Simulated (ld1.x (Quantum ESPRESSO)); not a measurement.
Ge (Z = 32), TM: configuration errors across variants

```json
{
  "Element": "Ge (Z = 32)",
  "Generator": "ld1.x (Quantum ESPRESSO) 7.5",
  "Type": "norm-conserving Troullier–Martins (Kleinman–Bylander form)",
  "Functional": "revPBE",
  "Relativity": "scalar-relativistic",
  "Frozen core": "[Ne] 3s2",
  "Valence charge": "20",
  "Reference configuration": "3p6 3d10 4s2 4p2",
  "Partial waves": "4s (bound): rc 1.90 bohr; 3d (bound): rc 0.80 bohr; 3p (bound): rc 0.80 bohr",
  "Local potential": "the p channel",
  "Core correction": "none"
}
```

Occupied shells without a wave of their own: 4p. They enter only through the test configuration that unscreens the potential.

All-electron excitation energies from the reference (eV): (1) 3p6 3d10 4s2 4p1 7.390; (2) 3p6 3d10 4s2 4p0 22.742; (3) 3p6 3d10 4s1 4p0 57.357; (4) 3p6 3d10 4s0 4p0 103.459; (5) 3p6 3d10 4s2 4p1.5 2.778; (6) 3p6 3d10 4s2 4p2.3 -0.871; (7) 3p6 3d10 4s0 4p4 16.127.

For the base: The 4p level has no wave, so the channel is fitted at the deeper level alone: the likely source of the large errors.

On the changes marked as counting shells twice: ld1.x takes every shell without a wave as core, so the model core holds the marked electrons as well and exchange and correlation see them twice. This cancels in the reference configuration, but the file is broken for other ones, and its errors say nothing about a proper core correction.

4 further variants failed, have other tests or another functional or relativity, and are left out.

A true bound ghost makes a file unfit for plane-wave use even where its test errors are small: the radial tests pick states by their node count and pass the ghost by.

The file “local potential the s channel” misses its own reference levels by 1.4 eV.

Errors AE − PS in meV (a dash: test not solved or not reliable):

```csv
change,(1),(2),(3),(4),(5),(6),(7),bound ghosts
base,-55,-143,-193,-272,-23,+9.8,+61,s
wave 3d (bound): rc 0.80 bohr becomes 3d (bound): rc 1.14 bohr,-55,-143,-192,-264,-23,+9.8,+61,s
core correction a·sin(br)/r model core inside 0.52 bohr (4p counted twice),-158,-617,-1222,-2005,-47,+2.6,+19,s
local potential the s channel,+2158,+5766,+8151,+10717,+901,-367,-3759,none
wave 4s (bound): rc 1.90 bohr becomes 4s (bound): rc 1.40 bohr,-55,-143,-193,-258,-23,+9.8,+67,s
core correction a·sin(br)/r model core inside 0.44 bohr (4p counted twice),-158,-617,-1222,-2005,-47,+2.6,+19,s
```

Problem. Give the same row for: wave 3p (bound): rc 0.80 bohr becomes 3p (bound): rc 0.84 bohr.

Solution. -66, -171, -233, -323, -28, +12, +79; bound ghosts: s.
